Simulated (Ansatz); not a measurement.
Born–Oppenheimer molecular dynamics of CH$_{10}$AsNSi (14 atoms, charge 0, multiplicity 1). It starts at the highest image of a converged band. Of that band: Neighbouring images differ by up to 1.8 eV, so the band resolves the path poorly. A vibrational analysis at the climbing image gives one clearly imaginary mode, 164i cm⁻¹: a first-order saddle point.

Theory: RHF/def2-SVP (Ansatz 0.2.0).

```
ensemble                      : NVE (velocity Verlet)
time step                     : 0.5 fs
steps asked                   : 200
starting velocities drawn for : 300 K
seed                          : 9096
```

First frame:

```xyz
14
Properties=species:S:1:pos:R:3
Si -0.282 -0.861 0.590
N 1.181 0.316 0.942
H -0.409 -1.234 2.039
H 0.187 -2.083 -0.065
C -1.903 -0.026 0.167
H 1.471 0.626 0.006
As 0.647 0.185 -2.307
H 0.915 1.117 1.498
H 1.946 -0.150 1.411
H -2.143 -0.129 -0.888
H -2.699 -0.463 0.776
H -1.855 1.041 0.398
H 0.788 1.701 -2.227
H 2.155 -0.040 -2.340
```

Problem. How far do the bonds stretch over the last three quarters of this one trajectory? (Pairs bonded in most of those frames.)

Solution. 
```csv
bond,mean (Å),spread (Å),shortest,longest
Si1–N2,1.891,0.016,1.85,1.91
Si1–H3,1.505,0.069,1.39,1.61
Si1–H4,1.467,0.022,1.43,1.50
Si1–C5,1.874,0.016,1.85,1.91
N2–H6,1.055,0.036,1.00,1.18
N2–H8,1.011,0.011,0.99,1.03
N2–H9,1.013,0.017,0.98,1.04
C5–H10,1.091,0.024,1.05,1.12
C5–H11,1.094,0.005,1.08,1.10
C5–H12,1.093,0.007,1.08,1.11
As7–H13,1.527,0.022,1.49,1.57
As7–H14,1.524,0.011,1.50,1.54
```

Mean temperature of the second half: 177 K. The conserved energy stayed within 0.22 meV per atom of its start (net change 0.15 meV per atom), so the integration is sound. A run of 0.1 ps of so small a system gives no equilibrium averages. The orbitals stay closed-shell, which can raise the energy where a bond breaks towards radicals; this wasn't checked here.

Run time: 8.3 min on 2 threads of Arm Neoverse V1, on a shared host, peak memory 0.31 GiB.
